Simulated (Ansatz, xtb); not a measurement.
**Isomers of C3H11NSSi in order of energy**

7 gas-phase structures of C3H11NSSi, from a drawn sample of its isomers (lower ones may exist). Each was relaxed with GFN2-xTB; where two conformers were screened, the lower at r2SCAN-D4/def2-SVP//GFN2-xTB is listed:

A. `CC[Si@H](N)SC`, a singlet
B. `CN(C)[Si@H](C)S`, a singlet
C. `CCS[SiH2]NC`, a singlet
D. `CS[SiH2]N(C)C`, a singlet
E. `CS[Si](C)(C)N`, a singlet
F. `CCN(C)[SiH2]S`, a singlet
G. `CC(C)N[SiH2]S`, a singlet

Q: Which do you expect lowest at r2SCAN-D4/def2-SVP//GFN2-xTB, and how would the others follow?

A: Calculated order at r2SCAN-D4/def2-SVP//GFN2-xTB: E (0.0), A (12.6), B (19.7), G (20.4), C (28.5), F (29.2), D (34.2) kcal/mol. Less than 1 kcal/mol parts B and G; C and F, so the order within those pairs means little.

Energies above the lowest of each column, in kcal/mol; the last columns are at r2SCAN-D4/def2-SVP geometries and were run for some of them only (a dash: not run or not comparable):

| structure | GFN2-xTB | HF/STO-3G | r2SCAN-D4/def2-SVP//GFN2-xTB | r2SCAN-D4/def2-SVP | CCSD(T)/def2-SVP + ΔMP2/def2-TZVPP |
| --- | --- | --- | --- | --- | --- |
| E | 24.0 | 0.0 | 0.0 | 0.0 | 0.0 |
| A | 18.4 | 13.3 | 12.6 | 12.6 | 13.2 |
| B | 10.0 | 17.7 | 19.7 | 18.4 | 21.8 |
| G | 0.0 | 23.6 | 20.4 | – | – |
| C | 9.4 | 25.4 | 28.5 | – | – |
| F | 1.6 | 27.4 | 29.2 | – | – |
| D | 9.3 | 26.7 | 34.2 | – | – |

CCSD(T)/def2-SVP + ΔMP2/def2-TZVPP puts E lowest of those it was run on; GFN2-xTB picks G. Flexible structures stand in one conformer each, not always the lowest. Frequencies (GFN2-xTB) were run for A, B, E alone. The ΔMP2 step shifts differences by up to 6.9 kcal/mol, which makes them less sure. ΔMP2 is the change of the MP2 energy from the smaller to the larger basis.

Over these structures GFN2-xTB departs from r2SCAN-D4/def2-SVP//GFN2-xTB by 14.5 kcal/mol on average once a common shift is removed. A GFN2-xTB relaxation took about 0.17 s and the r2SCAN-D4/def2-SVP//GFN2-xTB energy about 2.2 s on a shared host (Ansatz 0.2.0, xtb 6.7.1).
